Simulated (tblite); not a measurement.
C5H11FOSi2.
Z-matrix (Å and degrees, GFN2-xTB geometry), rows numbered from 1:
```
O 
C   1  1.4061
C   2  1.5365  1  112.53
C   3  1.4934  2  109.21  1   -61.34
C   4  1.3463  3  126.32  2    99.55
C   5  1.4899  4  126.68  3     4.11
F   6  1.3794  5  110.36  4  -178.90
Si  5  1.9083  4  105.70  3  -176.39
Si  4  1.9098  3  129.10  2   -75.93
H   1  0.9655  2  108.04  3    55.71
H   2  1.1002  1  110.31  3  -122.02
H   2  1.0921  1  105.66  3   120.58
H   3  1.0930  2  108.99  1    60.41
H   3  1.0917  2  108.27  1   178.64
H   6  1.0972  5  112.61  4   -60.26
H   6  1.0983  5  111.78  4    63.06
H   8  1.4669  5  112.30  4   118.20
H   8  1.4648  5  113.79  4  -118.87
H   9  1.4682  4  111.86  3   -63.17
H   9  1.4704  4  113.19  3    56.33
```

Calculated harmonic vibrations of the isolated species, GFN2-xTB (tblite), most abundant isotopes, no scaling. Errors from tens to a few hundred cm⁻¹ against measured bands are possible. Modes of hydrogen on silicon can be 10 to 20 % off. One conformer, not necessarily the lowest.

Harmonic wavenumbers (cm⁻¹): 33.5, 53.6, 74.2, 103.6, 140.4, 164.1, 237.7, 284.7, 329.2, 366.2, 368.6, 384.4, 401.4, 410.8, 442.2, 493.5, 511.1, 535.9, 568.2, 600.4, 662.0, 721.4, 796.0, 814.0, 902.5, 924.5, 934.8, 1018.3, 1046.0, 1069.6, 1117.3, 1145.3, 1173.3, 1202.0, 1211.8, 1297.7, 1303.0, 1315.7, 1346.5, 1427.6, 1467.9, 1475.1, 1620.4, 2167.1, 2194.8, 2209.0, 2226.4, 2870.2, 2895.6, 2915.7, 2965.0, 2975.3, 2984.2, 3506.1.

A = 1249, B = 969.6, C = 630.1 MHz; mass 162.033 u (most abundant isotopes); point group C1, symmetry number 1.

Q: Zero-point energy?

A: Half the sum of the wavenumbers: 31203 cm⁻¹ = 373.27 kJ/mol.

Q: What is S at 298.15 K and 1 bar for an ideal gas of classical rigid rotors and harmonic oscillators?

A: Translation 172.31, rotation 127.29, vibration 160.67: S = 460.3 J/(mol K).

Q: And Cp and H(298.15 K) − H(0)?

A: Cp = 195.84 J/(mol K), of which vibrations give 162.59 (their classical limit is 54 R = 449.0); H(298.15 K) − H(0) = 34.80 kJ/mol without the zero-point energy, 24.88 from vibrations.

Q: Blend soft modes into free rotors: weight 1/[1 + (100 cm⁻¹/ν̃)⁴] for the oscillator and the rest for a rotor with moment μB/(μ + B), μ = h/(8π²ν), B = 10⁻⁴⁴ kg m². What vibrational entropy results?

A: 144.98 J/(mol K) in place of 160.67, which changes −T·S at 298.15 K by +4.68 kJ/mol.

Q: How do the functions run with temperature in this model?

A: 
```tsv
T (K)	S (J/(mol K))	Cp (J/(mol K))	H − H(0) (kJ/mol)	G − H(0) (kJ/mol)	ln q(vib)
150	354.4	118.5	11.31	-41.85	4.27
250	427.9	172.4	25.93	-81.04	7.66
400	524.2	239.8	57.05	-152.61	12.68
600	634.5	304.4	111.90	-268.78	19.05
900	770.5	365.0	213.13	-480.28	27.73
```

q(vib) and H(0) count from the zero-point level.

Q: Which modes carry the vibrational entropy at 298.15 K?

A: 33.5 cm⁻¹: 23.47; 53.6 cm⁻¹: 19.58; 74.2 cm⁻¹: 16.90; 103.6 cm⁻¹: 14.16; 140.4 cm⁻¹: 11.71; 164.1 cm⁻¹: 10.47 J/(mol K); the other 48 give 64.37 together.

Q: What must be added to the electronic energy to get the Gibbs energy at 298.15 K and 1 bar?

A: ZPE + [H(298.15 K) − H(0)] − T·S = 373.27 + 34.80 − 137.23 = 270.84 kJ/mol.

Hindered rotation and anharmonicity are outside this model. Other conformers, if any are populated, would add a mixing term that is left out. The structure is chiral; the term R ln 2 for an equal mix with its mirror image is left out.
